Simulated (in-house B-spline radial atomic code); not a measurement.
A radial electron density 4πr²n(r) was computed for an atom or ion in its tabulated ground configuration with an all-electron radial atomic-structure program (B-spline basis); method: non-relativistic LC-wPBE, spin-polarised, spherical fractional occupations, exact exchange averaged over the configuration. Columns: r (bohr), 4πr²n(r) (electrons per bohr), bar.

```
 0.00281   0.8111 #
 0.00334    1.117 ##
 0.00398    1.538 ##
 0.00473    2.096 ###
 0.00563    2.843 ####
  0.0067    3.825 #####
 0.00797    5.093 #######
 0.00948    6.703 #########
  0.0113    8.728 ############
  0.0134     11.1 ################
   0.016    13.98 ####################
   0.019    17.08 ########################
  0.0226    20.37 #############################
  0.0269    23.55 #################################
   0.032    26.24 #####################################
   0.038    28.03 ########################################
  0.0452    28.62 #########################################
  0.0538    27.84 #######################################
   0.064    25.97 #####################################
  0.0761    23.71 ##################################
  0.0906    22.05 ###############################
   0.108    22.05 ###############################
   0.128    24.01 ##################################
   0.153    27.48 #######################################
   0.181    30.41 ###########################################
   0.216    31.06 ############################################
   0.257    27.98 ########################################
   0.305    21.89 ###############################
   0.363    14.91 #####################
   0.432    9.901 ##############
   0.514    8.195 ############
   0.612    8.805 ############
   0.728    9.352 #############
   0.866    8.161 ############
    1.03    5.492 ########
    1.23     2.71 ####
    1.46   0.9953 #
    1.73   0.2616 
    2.06  0.04347 
    2.45 0.004494 
    2.92 0.0002547
```

(1) Which atom or ion is it?
A. Cr8+
B. Ti8+
C. V8+
D. Mn8+

Results:

(1) A. The area under the curve, ∫4πr²n dr = ∫r·4πr²n d(ln r) on this logarithmic grid, is 16 electrons, which only this option has. The configuration is [Ne] 3s2 3p4.
